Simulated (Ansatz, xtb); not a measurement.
# C5H5BrN2: which of two isomers lies lower

We compare a, `Nc1cccnc1Br`, a singlet, with b, `Nc1cncc(Br)c1`, a singlet. Both are isolated molecules in the gas phase, relaxed with PBE0-D3(BJ)/def2-SVP; the shapes shown needn't be the lowest conformers.

a (Å):

```yaml
atoms:
  - { symbol: C, position_ang: [0.6437, -0.3208, 0.7960] }
  - { symbol: C, position_ang: [-0.0949, -1.0343, -0.1623] }
  - { symbol: C, position_ang: [-1.2755, -0.5077, -0.6715] }
  - { symbol: C, position_ang: [-1.7131, 0.7334, -0.2161] }
  - { symbol: C, position_ang: [0.0800, 0.9227, 1.1727] }
  - { symbol: Br, position_ang: [1.0036, 1.9570, 2.4887] }
  - { symbol: N, position_ang: [1.8291, -0.7734, 1.2949] }
  - { symbol: N, position_ang: [-1.0269, 1.4187, 0.6963] }
  - { symbol: H, position_ang: [2.0448, -1.7549, 1.1962] }
  - { symbol: H, position_ang: [2.1897, -0.3125, 2.1208] }
  - { symbol: H, position_ang: [0.2746, -2.0049, -0.5044] }
  - { symbol: H, position_ang: [-1.8508, -1.0600, -1.4173] }
  - { symbol: H, position_ang: [-2.6361, 1.1878, -0.5881] }
```

b (Å):

```tsv
atom	x (Å)	y (Å)	z (Å)
C	0.1632	-0.8633	0.8325
C	-0.1791	-1.0525	-0.5226
C	-0.5099	1.1845	-0.8966
C	-0.1883	1.4763	0.4301
C	0.1517	0.4562	1.3091
Br	-0.2191	3.2629	1.0300
N	0.5316	-1.9181	1.6287
N	-0.4999	-0.0665	-1.3425
H	0.2721	-2.8445	1.3181
H	0.4898	-1.7882	2.6300
H	-0.1841	-2.0680	-0.9391
H	-0.7795	1.9807	-1.5968
H	0.4072	0.6800	2.3472
```

Energies in hartree; the thermal terms are from GFN2-xTB frequencies at re-optimised GFN2-xTB minima (ideal gas, soft modes damped towards free rotors, one conformer each, 298.15 K, 1 atm) and include the zero-point energy:

|  | a | b |
| --- | --- | --- |
| E, CCSD(T)/def2-SVP | −2874.302822 | −2874.298960 |
| E, MP2/def2-SVP | −2874.224382 | −2874.219643 |
| E, MP2/def2-TZVPP | −2875.139051 | −2875.134003 |
| zero-point energy | 0.091350 | 0.091426 |
| H(298 K) − E | 0.099660 | 0.099725 |
| G(298 K) − E | 0.058764 | 0.058747 |

Question: Correct the CCSD(T) difference for the basis set by the MP2 change, then work out ΔE, ΔE₀, ΔH and ΔG for a → b in kcal/mol (1 Eh = 627.51 kcal/mol) and the equilibrium ratio [b]/[a].

Answer: 1. Differences b − a: CCSD(T) +0.003862, MP2 in the small set +0.004739, MP2 in the large set +0.005048 Eh.
2. ΔE = +0.003862 + (+0.005048 − (+0.004739)) = +0.004171 Eh = +2.62 kcal/mol.
3. ΔE₀ = ΔE + ΔZPE = +0.004171 + (+0.000076) Eh = +2.67 kcal/mol.
4. ΔH = ΔE + (+0.000065) Eh = +2.66 kcal/mol.
5. ΔG = ΔE + (−0.000017) Eh = +2.61 kcal/mol, so ΔS = (ΔH − ΔG)/T = +0.7 J/(mol K).
6. kT = 0.9442 mEh, so K = [b]/[a] = exp(−ΔG/kT) = exp(−4.40) ≈ 0.012.

Structure a is favoured at this temperature. An error of 1 kcal/mol in ΔG would change K by a factor of 5.4. Mirror images and further conformers aren't counted.

As drawn, both hold the same kinds of bond in the same numbers.

Other levels gave ΔE = +2.0 (GFN2-xTB); +0.8 (HF/STO-3G, GFN2-xTB geometries); +4.2 (r2SCAN-D4/def2-SVP, GFN2-xTB geometries); +3.9 (PBE0-D3(BJ)/def2-SVP); +1.4 (HF/def2-SVP); +3.0 (MP2/def2-SVP); +2.4 (CCSD(T)/def2-SVP) kcal/mol. The correlated steps freeze 16 core orbitals; the filled d shell of Br is correlated, in a basis made for valence electrons. Programs: Ansatz 0.2.0, xtb 6.7.1.
